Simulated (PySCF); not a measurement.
NICS in isomers of C6H9P.

NICS = −σ at a ghost point: NICS(0) at the centroid of the ring atoms, NICS(1) 1 Å to either side along the normal of their mean plane, zz for the tensor component along that normal. Level: GIAO PBE0/pcSseg-1 (PySCF, non-relativistic, gas phase) on the GFN2-xTB geometries, one conformer each. Atom numbers follow the mapped SMILES.

Problem. Order these rings by mean NICS(1)zz, lowest (most negative) first (ppm).
A. ring C2–C3–P4–C5–C7 in `[CH3:1][c:2]1[cH:3][pH:4][c:5]([CH3:6])[cH:7]1`
B. ring C3–C4–C5–C6–C7 in `[P:1]#[C:2][CH:3]1[CH2:4][CH2:5][CH2:6][CH2:7]1`
C. ring C2–C3–C4–P5–C6 in `[CH3:1][c:2]1[cH:3][cH:4][pH:5][c:6]1[CH3:7]`
D. ring C3–C4–C5–P6–C7 in `[CH2:1]=[CH:2][C:3]1=[CH:4][CH2:5][PH:6][CH2:7]1`
E. ring C2–C3–C4–P5–C6–C7 in `[CH3:1][CH:2]1[CH:3]=[CH:4][PH:5][CH:6]=[CH:7]1`

Solution. C (-10.8), A (-9.6), E (-5.7), B (-3.7), D (-2.2).

```tsv
SMILES	ring	NICS(0)	NICS(1)	NICS(1)zz	HOMA	rms pucker (Å)	ring atoms with four or more neighbours
Cc1cc[pH]c1C	5-membered ring with P; bonds drawn aromatic by RDKit's count	-4.0	-5.8	-10.8	0.07	0.04	0
Cc1c[pH]c(C)c1	5-membered ring with P; bonds drawn aromatic by RDKit's count	-3.4	-5.3	-9.6	0.01	0.04	0
CC1C=CPC=C1	6-membered ring with P; formal bonds 2 double, 4 single	-2.5	-3.6	-5.7	–	0.24	1
P#CC1CCCC1	5-membered carbocycle; formal bonds all single	-6.0	-4.2	-3.7	–	0.18	5
C=CC1=CCPC1	5-membered ring with P; formal bonds 1 double, 4 single	-2.8	-3.4	-2.2	–	0.12	2
```

NICS(0) gives another order. The isotropic NICS(1) gives another order. HOMA uses Krygowski's 1993 parameters; it is left out where a ring has a four-coordinate atom, a triple bond, no multiple bond or a kind of bond without parameters. NICS(1) and NICS(1)zz are means over the two faces.
